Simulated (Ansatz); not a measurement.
## Which is lower?

Two relaxed structures of H2TeO2, singlet (PBE0-D4/def2-TZVP; forces vanish, vibrations not checked).

A:

```
5
angstrom
O 0.0557 -0.5725 0.6216
Te -0.9066 -0.7618 -1.0929
O 1.2401 0.2199 0.4881
H -1.8225 0.6180 -0.8930
H 0.9588 1.0483 0.8990
```

B:

O1  (-0.890, -0.657, -1.063)
Te2  (-0.114, -0.913, 0.706)
O3  (1.396, 0.310, 0.555)
H4  (-1.516, 0.072, -1.033)
H5  (1.123, 1.188, 0.835)
(Å)

Program: Ansatz 0.2.0. Basis: def2-TZVPP. Cores are frozen in the correlated methods. Filled d shells of the heavier atoms are correlated. Core potentials replace the inner electrons of the atoms past krypton. The def2 sets are not built for correlating such inner shells, so the correlated values are less sure here. B3LYP uses VWN-RPA correlation.

Question: Which structure is lower at CCSD(T), and by how much? (An estimate is asked for; the value comes from the calculation.)

Answer: By the calculation: B, by 295.0 kJ/mol (electronic energy, against the other). By their contacts, A is H₂TeO₂ ([OH][O][TeH]) and B is H₂TeO₂ ([OH][Te][OH]).

All methods give the same order:

```tsv
method	E(B) − E(A) (kJ/mol)
PBE-D4	-280.0
r2SCAN-D4	-290.8
PBE0-D4	-292.2
B3LYP-D4	-290.2
wB97M-V	-297.4
HF	-310.1
MP2	-316.8
CCSD	-298.1
CCSD(T)	-295.0
```

The T1 diagnostic stays at or below 0.016.

Labels in which every atom is bracketed show which atoms are joined, not bond orders.

For scale, one of the runs: CCSD(T)/def2-TZVPP, 140 basis functions, launched by `ansatz run in.yaml --threads 2 --pin off --events-out ev --progress --plain --max-ram 4352MiB`. The run took 40 s on 2 CPU threads of an Intel Xeon Platinum 8259CL (shared host), with 1 GiB of host memory at its peak.
